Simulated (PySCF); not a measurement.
Isomers of C5H14BNO, from PBE0-D3(BJ)/def2-SVP geometry optimisation, gas phase in PySCF. One conformer each, no zero-point energy, no frequencies.

Question: Which is lower in electronic energy at this level?
A. `[CH3:1][N+:2]1([CH3:3])[BH2-:4][C@H:5]([OH:6])[CH2:7][CH2:8]1` with B4–C5–O6–H 37°, C1–N2–B4–C5 119°, N2–B4–C5–O6 87°, B4–C5–C7–C8 45°, C5–C7–C8–N2 -46°: A = 3251, B = 1619, C = 1486 MHz, dipole 4.37 D
B. `[CH3:1][CH:2]([CH3:3])[O:4][BH:5][N:6]([CH3:7])[CH3:8]` with C1–C2–O4–B5 -96°, C2–O4–B5–N6 176°: A = 4282, B = 902.3, C = 858.4 MHz, dipole 0.14 D

Answer: B. That is `CC(C)OBN(C)C`, 51.2 kcal/mol below the other.

```tsv
SMILES	mapped SMILES	E (Eh)	relative (kcal/mol)	relative (kJ/mol)	dipole (D)
CC(C)OBN(C)C	[CH3:1][CH:2]([CH3:3])[O:4][BH:5][N:6]([CH3:7])[CH3:8]	-353.20326	0.0	0.0	0.14
C[N+]1(C)[BH2-][C@H](O)CC1	[CH3:1][N+:2]1([CH3:3])[BH2-:4][C@H:5]([OH:6])[CH2:7][CH2:8]1	-353.12167	51.2	214.2	4.37
```

As drawn, the lower has a B–O bond, which the higher lacks; the higher has an O–H bond, which the lower lacks.
